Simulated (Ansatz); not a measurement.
`O[SiH2][AlH][SnH3]` + NH₃ → `[NH2][AlH][SiH2]O` + `[SnH4]`  (cleavage of the Al–Sn bond)

Isolated molecules relaxed with PBE0-D4/def2-TZVP in Ansatz; ΔE leaves out vibrations. CBS: MP2 limit from def2 TZ/QZ plus the TZ coupled-cluster correction, frozen cores. This one scheme is used for every species. DFT in def2-TZVPP. Elements past krypton have def2 core potentials. For Sn outer-core shells are correlated without core-valence functions, which leaves a few kJ/mol of doubt a bond. Each species was taken in one conformer, which may not be the lowest.

`O[SiH2][AlH][SnH3]`:

Z-matrix (Å, degrees):
```
Si
Al 1 2.466
O 1 1.660 2 110.1
H 1 1.488 2 113.7 3 -118.0
H 1 1.497 2 109.9 3 122.6
Sn 2 2.667 1 114.1 3 -16.0
H 2 1.590 1 125.2 3 164.8
H 3 0.959 1 117.2 2 38.0
H 6 1.712 2 113.7 1 111.8
H 6 1.721 2 109.9 1 -6.3
H 6 1.711 2 114.5 1 -125.2
```

NH₃:

```xyz
4

N    -0.015    0.128   -0.251
H    -0.583    0.596    0.445
H    -0.335   -0.832   -0.298
H     0.933    0.108    0.104
```

`[NH2][AlH][SiH2]O`:

Z-matrix (Å, degrees):
```
Si
Al 1 2.466
O 1 1.666 2 112.2
H 1 1.498 2 111.5 3 -124.3
H 1 1.490 2 112.0 3 117.1
N 2 1.771 1 115.9 3 -8.9
H 2 1.589 1 126.9 3 170.1
H 3 0.958 1 116.4 2 -59.9
H 6 1.008 2 125.3 1 179.4
H 6 1.008 2 124.5 1 -4.5
```

`[SnH4]`:

```xyz
5

Sn    0.000    0.000    0.000
H    -1.602    0.315   -0.487
H     0.476    1.149    1.164
H     1.034    0.098   -1.351
H     0.091   -1.562    0.674
```

| level | ΔE (kJ/mol) |
| --- | --- |
| BLYP | -55.4 |
| PBE0 | -42.5 |
| BHLYP | -58.9 |
| CAM-B3LYP | -63.7 |
| RPA@PBE/def2-TZVPP | -55.2 |
| HF/def2-SVP | -62.3 |
| CCSD(T)/def2-TZVPP | -52.9 |
| MP2/def2-QZVPP | -50.4 |

Question: What does CCSD(T)/CBS give? (An estimate is asked.)

Answer: Ansatz gave: -45.5 kJ/mol. The listed levels differ from it by -9.9, 3.0, -13.4, -18.2, -9.7, -16.8, -7.4, -4.9 kJ/mol.

Question: What do rigid-rotor, harmonic-oscillator terms from PBE0-D4/def2-TZVP frequencies (298.15 K, 1 bar) make of the CCSD(T)/CBS value? (An estimate is asked.)

Answer: Computed: ΔZPE = -6.8 kJ/mol, ΔH = -55.9 kJ/mol, ΔS = -26 J/(mol·K), ΔG = -48.2 kJ/mol. Modes under 50 cm⁻¹ make the entropy rough.

Largest T1 diagnostic among the species: 0.014.

Leaving LDA and LC-ωPBE aside and taking each functional with its dispersion term where it has one, the values, not all of them listed here, spread over 22.4 kJ/mol, from B97M-V to PBE-D4. LDA lies −5.2 kJ/mol from PBE without D4. From BLYP to BHLYP (50 % exact exchange), in def2-TZVPP and without D4, ΔE moves by −3.5 kJ/mol. In def2-TZVPP, CCSD(T) changes the Hartree–Fock value by +9.1 kJ/mol (the triples alone add +1.1 kJ/mol) and MP2 by +7.8 kJ/mol.

CCSD(T)/CBS has its own doubt, a few kJ/mol and more with outer-core shells, so smaller differences from it don't rank the levels.
